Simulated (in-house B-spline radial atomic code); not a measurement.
Mo⁺. Computed with a B-spline radial atomic code. Model: all-electron spherical atom, spin shells full or empty, radial basis limit, no spin-orbit coupling, Breit or QED, empty-state partial waves extrapolated as (l+1/2)^-4, RPA, G0W0 and static COHSEX of the highest shell as one setting changes (uncorrelated shells keep exact exchange).

Given: element Mo; charge 1; filled core Kr; hamiltonian one-electron scalar X2C; mean-field start r2SCAN; highest l of empty states 9; nuclear rms radius 4.4091 fm; highest mean-field shell 4d up.

Shell: 4d 5 0 (electrons up and down).

| natural log step of frequency grid | RPA correlation energy (hartree) | G0W0 level (eV) | G0W0 minus most complete (meV) | RPA minus most complete (millihartree) | linearised minus solved G0W0 (meV) |
| --- | --- | --- | --- | --- | --- |
| 0.25 | -3.0182 | -16.064 | 0 | 0 | 217.5 |
| 0.4 | -3.0182 | -16.064 | 0 | 0 | 217.5 |
| 0.6 | -3.0182 | -16.064 | 0 | 0 | 217.5 |
| 0.9 | -3.0182 | -16.064 | 0 | 0 | 217.4 |
| 1.3 | -3.0182 | -16.063 | 0.6 | 0.1 | 218.3 |
| 1.8 | ? | ? | ? | ? | ? |
| 2.5 | ? | ? | ? | ? | ? |
| 3.5 | -2.8987 | -15.972 | 92.3 | 119.5 | 278.6 |

(1) What follows for natural log step of frequency grid = 1.8?

(2) What follows for natural log step of frequency grid = 2.5?

Answers

(1) RPA correlation energy -3.011 hartree; G0W0 level -16.058 eV; G0W0 minus most complete 5.6 meV; RPA minus most complete 7.2 millihartree; linearised minus solved G0W0 219.7 meV.

(2) RPA correlation energy -2.9954 hartree; G0W0 level -16.07 eV; G0W0 minus most complete -6.5 meV; RPA minus most complete 22.8 millihartree; linearised minus solved G0W0 206.2 meV.
